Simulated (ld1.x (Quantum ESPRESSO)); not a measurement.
## Configuration tests for Ti (Z = 22) (TM)

| Property | Result |
| --- | --- |
| Element | titanium (Ti) |
| Generator | ld1.x (Quantum ESPRESSO) 7.5 |
| Type | norm-conserving Troullier–Martins (Kleinman–Bylander form) |
| Functional | PBE |
| Relativity | scalar-relativistic |
| Frozen core | [Ar] |
| Valence charge | 4 |
| Reference configuration | 3d2 4s1.5 4p0.5 |
| Partial waves | 4s (bound): rc 3.05 bohr; 4p (bound): rc 4.05 bohr; 3d (bound): rc 2.55 bohr |
| Local potential | all-electron potential smoothed inside 2.65 bohr (lloc = -1) |
| Core correction | a·sin(br)/r model core inside 2.35 bohr |

Energies are relative to the spin-unpolarised reference configuration 3d2 4s1.5 4p0.5; without spin polarisation the order of configurations can differ from experiment.

| valence configuration | charge | ΔE all-electron (eV) | error AE − PS (meV) |
| --- | --- | --- | --- |
| 3d2 4s2 4p0 | 0 | -1.519 | +1.0 |
| 3d1 4s0 4p0 | +3 | 46.348 | +162 |
| 3d2 4s0 4p2 | 0 | 4.769 | +11 |
| 3d1 4s2 4p1 | 0 | 3.153 | +172 |
| 3d2.5 4s1.5 4p0 | 0 | -1.166 | -4.7 |

(1) What are ΔE and the potential's error for 3d2 4s1 4p0?

(2) What are ΔE and the potential's error for 3d2 4s0 4p0?

Levels in the configuration 3d1 4s2 4p1:

```tsv
level	all-electron (eV)	pseudo (eV)
3d	-9.322	-8.767
4s	-6.222	-6.215
4p	-2.565	-2.520
```

Results:

(1) ΔE = 5.828 eV all-electron; the error (AE − PS) is +3.3 meV.

(2) ΔE = 19.400 eV all-electron; the error (AE − PS) is +51 meV.
